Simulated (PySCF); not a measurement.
SMILES [F][Al]([O][SiH3])[O][SiH3], singlet, B3LYP/def2-SVP optimised geometry. Atoms within 1.6 Å of the plane z = 0.8 Å (x, y, z in Å): Al1 (-0.33, 1.08, 0.00), F2 (-1.12, 2.53, 0.00), O3 (-1.23, -0.34, 0.00), Si4 (-2.26, -1.63, -0.01), H5 (-2.43, -2.15, 1.38), H7 (-3.59, -1.22, -0.54), O8 (1.35, 1.08, 0.00), Si9 (2.99, 1.28, -0.01), H10 (3.57, 0.78, 1.28), H11 (3.35, 2.71, -0.17).

Calculation: B3LYP/def2-TZVP in PySCF.

Map of the Laplacian of the electron density (e/bohr⁵) on the plane z = 0.8 Å:

```
|4444444444444444444444444444444|
|4444444444444444444444444444444|
|4444444444444444444444444444444|
|4444444444444444444444444444444|
|4444444444444444444444444444444|
|4444444444444444444444444444444|
|4444444444444444444444444444444|
|4444444444455544444444444444444|
|4444444444468754444444444444444|
|4444444444469854444444444444444|
|4444444444456544444444444444444|
|4444444444444454456654444444444|
|4444444444444586468854422444444|
|4444444444444465457754300444444|
|4444444444455444445544444444444|
|4444444444567644444444444444444|
|4444444444579754444444444444444|
|4444444444567544444444444444444|
|4444444444455444444444444444444|
|4444444433444444444444444444444|
|4444444430244444444444444444444|
|4444444443444444444444444444444|
|4444444444444444444444444444444|
|4444444444444444444444444444444|
|4444444444444444444444444444444|
|4444444444444444444444444444444|
|4444444444444444444444444444444|
|4444444444444444444444444444444|
|4444444444444444444444444444444|
|4444444444444444444444444444444|
|4444444444444444444444444444444|
```
Scale: ten equal steps from -0.315 (start of '0') to 0.461 (end of '9'), in the order '0123456789'; x runs from -6.00 to 6.00, y from -6.00 (bottom) to 6.00 (top).
